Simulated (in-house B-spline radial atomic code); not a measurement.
Excitations of Cu⁺ by several methods

Full response, energies in eV; labels give the largest channel, * marks a mixed state, a dash one above the method's threshold, and an imaginary frequency an unstable closed-shell reference. Computed with an all-electron radial atomic-structure program (B-spline basis): linear response of the closed shell [Ar] 3d10 with each method's own kernel (bare exchange for TDHF, static screening on G0W0 levels for BSE, the adiabatic kernel for functionals); scalar-relativistic (spin-free one-electron X2C), finite nucleus, no spin-orbit coupling, no double excitations, S, P, D and F terms only. Only terms of natural parity with L up to 3 were computed.

| method | 3d → 4s 3D | 3d → 4s 1D | 3d → 4p 3P | α (bohr³) |
| --- | --- | --- | --- | --- |
| TDHF | 3.876 | 4.618 | 9.428 | 5.356 |
| BSE on G0W0@HF | 2.774 | 3.348 | 8.383 | 5.581 |
| LDA VWN5 | 1.532 | 2.041 | 7.009 | 8.161 |
| PBE | 1.315 | 1.916 | 6.682 | 8.353 |
| PBE0 | 2.078 | 2.674 | 7.539 | 7.237 |
| B3LYP (VWN-RPA) | 1.837 | 2.417 | 7.349 | 7.474 |
| CAM-B3LYP | 1.900 | 2.463 | 7.389 | 7.36 |
| LC-wPBE | ? | ? | ? | ? |
| wB97X | 2.190 | 2.507 | 7.798 | 7.645 |
| HSE06 | 2.037 | 2.639 | 7.532 | 7.275 |
| BHandHLYP | 2.665 | 3.266 | 8.251 | 6.438 |
| BLYP | 1.189 | 1.798 | 6.622 | 8.426 |
| PBEsol | 1.389 | 1.993 | 6.781 | 8.312 |
| BP86 | 1.316 | 1.946 | 6.830 | 8.409 |
| LDA exchange-only | ? | ? | ? | ? |
| B97-1 | 2.162 | 2.546 | 7.709 | 7.406 |
| RPBE | 1.273 | 1.882 | 6.564 | 8.428 |
| OLYP | 1.447 | 2.052 | 6.619 | 8.124 |

Task: What does LDA exchange-only give?

Result: 3d → 4s 3D: 0.925; 3d → 4s 1D: 1.661; 3d → 4p 3P: 6.152; α: 8.904 (eV, bohr³).

Task: What does LC-wPBE give?

Result: 3d → 4s 3D: 1.757; 3d → 4s 1D: 2.347; 3d → 4p 3P: 7.190; α: 7.603 (eV, bohr³).
